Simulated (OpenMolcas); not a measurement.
Mo5+ in a ligand field

Mo5+ with 6 ligands (oxide, chloride on the axis) in tetragonal octahedral coordination (D4h) at 1.99 Å, the axial distance 2.370 Å. A charge of +0.833 e stands 3.2 Å behind each ligand. Ligand basis ANO-RCC-VDZP.
```
Mo    0.0000    0.0000    0.0000
O     1.9900    0.0000    0.0000
O     0.0000    1.9900    0.0000
O    -1.9900    0.0000    0.0000
O     0.0000   -1.9900    0.0000
Cl    0.0000    0.0000    2.3701
Cl    0.0000    0.0000   -2.3701
```

```yaml
Program: OpenMolcas
Method: CASSCF
Basis: ANO-RCC-VTZP [7s6p4d2f1g]
Scalar_Hamiltonian: DKH2, point nucleus
Active_space: 1 electron in 5 orbitals (4d)
State_averaging: 2S+1 = 2 even, 5 roots
Spin-orbit_coupling: RASSI with atomic mean-field integrals over the reference wave functions
```

The lowest spin-free states (labels of D4, the rotations of D4h), above the lowest:

| State | Degeneracy | E (cm-1) |
| --- | --- | --- |
| 2E | 2 | 0.0 |
| 2S+1 = 2 | 1 | 8214 |
| 2S+1 = 2 | 1 | 12103 |
| 2S+1 = 2 | 1 | 41008 |

The lowest levels with spin-orbit coupling:

| E (cm-1) | Degeneracy | 2S+1 | g |
| --- | --- | --- | --- |
| 0.0 | 2 | 2 | 0.18 0.18 0.47 |
| 683.9 | 2 | 2 | 0.14 0.14 3.50 |
| 8619 | 2 | 2 | 1.88 2.16 2.16 |
| 12542 | 2 | 2 | 1.99 2.18 2.18 |
| 41416 | 2 | 2 | 2.02 2.02 2.10 |

Powder χT (cm3 K/mol): 0.00986 at 2 K, 0.0135 at 10 K, 0.0314 at 50 K, 0.0539 at 100 K, 0.1 at 200 K, 0.148 at 300 K. The effective moment at 300 K is 2.828 √(χT) = 1.09 μB.

The lowest level has 2S+1 = 2, for which the spin-only value is χT = S(S+1) / 2 = 0.375 cm3 K/mol (g = 2). The computed 0.148 at 300 K differs by -0.227, through orbital momentum, spin-orbit coupling and any other state in reach.

Metal share of the active 4d orbitals (Löwdin): 67, 67, 80, 80, 85 %; Mulliken charge of the metal 1.80.

An orbital doublet at a regular site is open to a Jahn-Teller distortion, which this geometry leaves out. The least metal-like active orbital is 67 % on the metal (Löwdin) and no ligand orbital is active, so the numbers are rough. The oxide ions are held by bare point charges, a crude embedding. With metal d orbitals alone the field can be off either way by tens of per cent. Ligand-to-metal charge-transfer states are missing. No measured value stands beside these numbers; the geometry was imposed, not optimised, and the real ion may take another.

The RASSCF and RASSI steps took 24 s on 1 thread of Arm Neoverse V1, on a shared host; the integral step is not counted.

A state without a sure symmetry label is named by its multiplicity alone.
